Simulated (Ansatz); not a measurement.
Geometry optimisation, RKS PBE-D4/cc-pVDZ in Ansatz.

input.yaml

```yaml
crystal:
  periodic: [false, false, false]
  atoms:
    - { symbol: C, position_ang: [-1.0064, 0.2599, 1.3118] }
    - { symbol: C, position_ang: [-0.3093, 0.0798, 0.3817] }
    - { symbol: B, position_ang: [0.6151, -0.1984, -0.7987] }
    - { symbol: Cl, position_ang: [0.8537, -1.8934, -1.4773] }
    - { symbol: Cl, position_ang: [1.6019, 1.1724, -1.5681] }
    - { symbol: H, position_ang: [-1.713, 0.5157, 2.1043] }
basis:
  gaussian: { orbitals: cc-pVDZ }
hamiltonian:
  xc: pbe
  dispersion: d4
relax:
  f_tol: 0.02
  max_steps: 40
scf:
  lower_state_search: "off"
output:
  orbitals: {}
```

Run as:

```bash
$ ansatz run input.yaml --threads 1 --pin off --max-ram 2048MiB --backend cpu --events-out ev --progress --plain --runs-dir out
```

Task: Where does it end, and by what steps?

Result: The run converged. After 4 steps the energy has fallen by 0.330 eV; Cl4 moved furthest, 0.07 Å.

```tsv
step	energy less start (eV)	largest force component (eV/Å)	accepted
0	0.0000	5.292	yes
1	-0.2805	0.850	yes
2	-0.1688	1.519	no
3	-0.3291	0.091	yes
4	-0.3296	0.006	yes
```

```xyz
6
Properties=species:S:1:pos:R:3
C -1.035 0.292 1.291
C -0.278 0.072 0.347
B 0.653 -0.198 -0.812
Cl 0.836 -1.836 -1.446
Cl 1.568 1.121 -1.547
H -1.701 0.485 2.121
```

Whether the end is a true minimum wasn't checked by a vibrational analysis.

The run took 7.8 s on 1 thread of Arm Neoverse V2, on a shared host, peak memory 0.11 GiB.
